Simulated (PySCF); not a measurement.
Positional isomers: propene chloro+silyl. Isolated molecules, 0 K electronic values unless said otherwise. One relaxed conformer stands for each flexible species; it need not be the lowest. Strings in code marks are SMILES. All members: neutral, multiplicity 1. Level: CAM-B3LYP-D3(BJ)/def2-TZVP (PySCF). Delta-SCF ions had no search for a lower state.  The removal energy is E(N − 1 electrons) − E(N electrons) at the parent's geometry; ε(HOMO) is measured against the vacuum level.

```csv
species,−ε(HOMO) (eV),vertical ionisation energy (Delta-SCF) (eV)
`[SiH3]C/C=C\Cl` (Si–C–C–C torsion 96°),8.35,9.15
`C/C=C(\[SiH3])Cl`,8.50,9.29
`C=C(Cl)C[SiH3]` (Cl–C–C–Si torsion 74°),8.54,9.33
`C/C=C(/[SiH3])Cl`,8.63,9.41
`C/C([SiH3])=C\Cl`,8.66,withheld
`C/C(Cl)=C\[SiH3]`,8.73,9.49
```

Q: Fit vertical ionisation energy (Delta-SCF) = a + b·x to the 5 complete rows by least squares, with x = −ε(HOMO) in eV. Give a, b and the rms residual, and predict the withheld value.

A: Means of the 5 rows: x̄ = 8.55, ȳ = 9.334 eV. Σ(x − x̄)² = 0.0814 and Σ(x − x̄)(y − ȳ) = 0.0732, so b = 0.899 and a = ȳ − b·x̄ = 1.648 eV. The rms residual is 0.004 eV. At x = 8.66 the line gives 9.43 eV. The run for `C/C([SiH3])=C\Cl` gave 9.43 eV, so the line is off by 0.00 eV, within twice the rms residual.

Codes: PySCF.
